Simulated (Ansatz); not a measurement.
Harmonic frequencies (cm⁻¹) at PBE0-D4/def2-TZVP from Ansatz: 49, 254, 285, 366, 462, 498, 728, 792, 820, 922, 964, 1036, 1037, 1264, 1377, 2764, 3120, 3196.

(1) Which molecule is it?
A. `C=CB(Cl)Cl`
B. `ClC1(Cl)BC1`
C. `ClB1CC1Cl`
D. `NC#CN`

Results:

(1) B.
